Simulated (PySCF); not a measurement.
H$_{6}$ClSbSi$_{2}$, singlet, geometry from GFN2-xTB (all electrons, no relativity); CASSCF(6,5)/STO-3G (PySCF).

The PySCF input:
```python
from pyscf import gto, scf, mcscf
import numpy

mol = gto.M(
    atom='''
Sb    0.028625    0.047593    0.683655
Cl   -0.591912   -2.024106   -0.323344
Si    2.060040    0.380997   -0.856376
H     3.102081   -0.576965   -0.499954
H     2.581641    1.723833   -0.605969
H     1.788575    0.260513   -2.285978
Si   -1.572128    1.430535   -0.777360
H    -2.949152    1.171577   -0.368313
H    -1.464338    1.200462   -2.215213
H    -1.286941    2.841683   -0.521810
''',
    basis='sto-3g',
    charge=0,
    spin=0,
    verbose=4,
)

mf = scf.RHF(mol)
mf.kernel()
mc = mcscf.CASSCF(mf, 5, 6)
mc.fix_spin_(ss=0.0)
mc.kernel()
occ = numpy.linalg.eigvalsh(mc.fcisolver.make_rdm1(mc.ci, mc.ncas, mc.nelecas))[::-1]
ss = mc.fcisolver.spin_square(mc.ci, mc.ncas, mc.nelecas)[0]
print('natural occupations', occ.round(4), ' <S^2>', round(ss, 4))
```

Predict the main parts of the log of this PySCF run.


```
PySCF version 2.14.0

[INPUT] verbose = 4
[INPUT] num. atoms = 10
[INPUT] num. electrons = 102
[INPUT] charge = 0
[INPUT] spin (= nelec alpha-beta = 2S) = 0
[INPUT] symmetry False subgroup None
[INPUT] Mole.unit = angstrom
[INPUT] Symbol           X                Y                Z      unit          X                Y                Z       unit  Magmom
[...]
nuclear repulsion = 687.210885805304
number of shells = 32
number of NR pGTOs = 180
number of NR cGTOs = 60
basis = sto-3g
ecp = {}

******** <class 'pyscf.scf.hf.RHF'> ********
method = RHF
initial guess = minao
damping factor = 0
level_shift factor = 0
DIIS = <class 'pyscf.scf.diis.CDIIS'>
diis_start_cycle = 1
diis_space = 8
diis_damp = 0
SCF conv_tol = 1e-09
SCF conv_tol_grad = None
SCF max_cycles = 50
direct_scf = True
direct_scf_tol = 1e-13
Set gradient conv threshold to 3.16228e-05
Initial guess from minao.
init E= -7261.13908374643
[...]
cycle= 1 E= -7280.6536216155  delta_E= -19.5  |g|= 0.37  |ddm|= 3.51
[...]
cycle= 2 E= -7280.74270544783  delta_E= -0.0891  |g|= 0.067  |ddm|= 1.05
[...]
cycle= 3 E= -7280.74542520055  delta_E= -0.00272  |g|= 0.0145  |ddm|= 0.171
[...]
cycle= 4 E= -7280.74561799883  delta_E= -0.000193  |g|= 0.00269  |ddm|= 0.0522
[...]
cycle= 5 E= -7280.74562646505  delta_E= -8.47e-06  |g|= 0.00061  |ddm|= 0.0124
[...]
cycle= 6 E= -7280.74562706587  delta_E= -6.01e-07  |g|= 0.000128  |ddm|= 0.0038
[...]
cycle= 7 E= -7280.74562709556  delta_E= -2.97e-08  |g|= 2.87e-05  |ddm|= 0.000877
[...]
cycle= 8 E= -7280.74562709697  delta_E= -1.41e-09  |g|= 4.53e-06  |ddm|= 0.000198
[...]
cycle= 9 E= -7280.74562709696  delta_E= 7.28e-12  |g|= 8.82e-07  |ddm|= 2.55e-05
[...]
Extra cycle  E= -7280.74562709695  delta_E= 1.09e-11  |g|= 3.89e-07  |ddm|= 2.96e-06
converged SCF energy = -7280.74562709695

******** <class 'pyscf.mcscf.mc1step.CASSCF'> ********
CAS (3e+3e, 5o), ncore = 48, nvir = 7
max_cycle_macro = 50
max_cycle_micro = 4
conv_tol = 1e-07
conv_tol_grad = None
orbital rotation max_stepsize = 0.02
orbital rotation threshold for CI restart = 0.01
augmented hessian ah_max_cycle = 30
augmented hessian ah_conv_tol = 1e-12
augmented hessian ah_linear dependence = 1e-14
augmented hessian ah_level shift = 1e-08
augmented hessian ah_start_tol = 2.5
augmented hessian ah_start_cycle = 3
augmented hessian ah_grad_trust_region = 3
kf_trust_region = 3
kf_interval = 4
ci_response_space = 4
ci_grad_trust_region = 3
with_dep4 0
natorb = False
canonicalization = True
sorting_mo_energy = False
[...]
CASCI E = -7280.75608298242  S^2 = 0.0000000
[...]
macro iter  27 ( 21 JK    4 micro), CASSCF E = -7280.76934190788  dE = -1.67821781e-07  S^2 = 0.0000000
               |grad[o]|=0.00207  |grad[c]|=0.00607  |ddm|=0.00115  |maxRot[o]|=0.000643
macro iter  28 ( 21 JK    4 micro), CASSCF E = -7280.76934204146  dE = -1.33581125e-07  S^2 = 0.0000000
               |grad[o]|=0.00207  |grad[c]|=0.00606  |ddm|=0.00117  |maxRot[o]|=0.000561
macro iter  29 ( 21 JK    4 micro), CASSCF E = -7280.76934214912  dE = -1.07659616e-07  S^2 = 0.0000000
               |grad[o]|=0.00207  |grad[c]|=0.00606  |ddm|=0.00117  |maxRot[o]|=0.000497
macro iter  30 ( 21 JK    4 micro), CASSCF E = -7280.76934223285  dE = -8.37280822e-08  S^2 = 0.0000000
               |grad[o]|=0.00207  |grad[c]|=0.00606  |ddm|=0.0012  |maxRot[o]|=0.000434
macro iter  31 ( 17 JK    4 micro), CASSCF E = -7280.76962016333  dE = -2.77930474e-04  S^2 = 0.0000000
               |grad[o]|=0.00207  |grad[c]|=0.00476  |ddm|=0.00108  |maxRot[o]|=0.0689
macro iter  32 ( 12 JK    3 micro), CASSCF E = -7280.76984808240  dE = -2.27919078e-04  S^2 = 0.0000000
               |grad[o]|=0.0016  |grad[c]|=0.00617  |ddm|=0.00114  |maxRot[o]|=0.082
macro iter  33 ( 20 JK    4 micro), CASSCF E = -7280.76985117898  dE = -3.09657662e-06  S^2 = 0.0000000
               |grad[o]|=0.00109  |grad[c]|=0.0109  |ddm|=0.00181  |maxRot[o]|=0.132
macro iter  34 ( 16 JK    4 micro), CASSCF E = -7280.76996029462  dE = -1.09115635e-04  S^2 = 0.0000000
               |grad[o]|=0.00226  |grad[c]|=0.00668  |ddm|=0.00186  |maxRot[o]|=0.0548
macro iter  35 (  6 JK    2 micro), CASSCF E = -7280.76999402629  dE = -3.37316724e-05  S^2 = 0.0000000
               |grad[o]|=0.000574  |grad[c]|=0.00127  |ddm|=0.000588  |maxRot[o]|=0.0462
macro iter  36 (  4 JK    1 micro), CASSCF E = -7280.76999617133  dE = -2.14504507e-06  S^2 = 0.0000000
               |grad[o]|=0.000126  |grad[c]|=0.000471  |ddm|=0.000172  |maxRot[o]|=0.0136
macro iter  37 (  3 JK    1 micro), CASSCF E = -7280.76999621691  dE = -4.55720510e-08  S^2 = 0.0000000
               |grad[o]|=3.43e-05  |grad[c]|=7.94e-05  |ddm|=3.56e-05  |maxRot[o]|=0.00178
1-step CASSCF converged in  37 macro (662 JK 133 micro) steps
CASSCF canonicalization
Density matrix diagonal elements [1.97531208 1.97903765 1.98541965 0.03447508 0.02575554]
CASSCF energy = -7280.76999621691
CASCI E = -7280.76999621691  E(CI) = -6.48535471183732  S^2 = 0.0000000
natural occupations [1.9934 1.9747 1.9722 0.0354 0.0244]  <S^2> 0.0
```
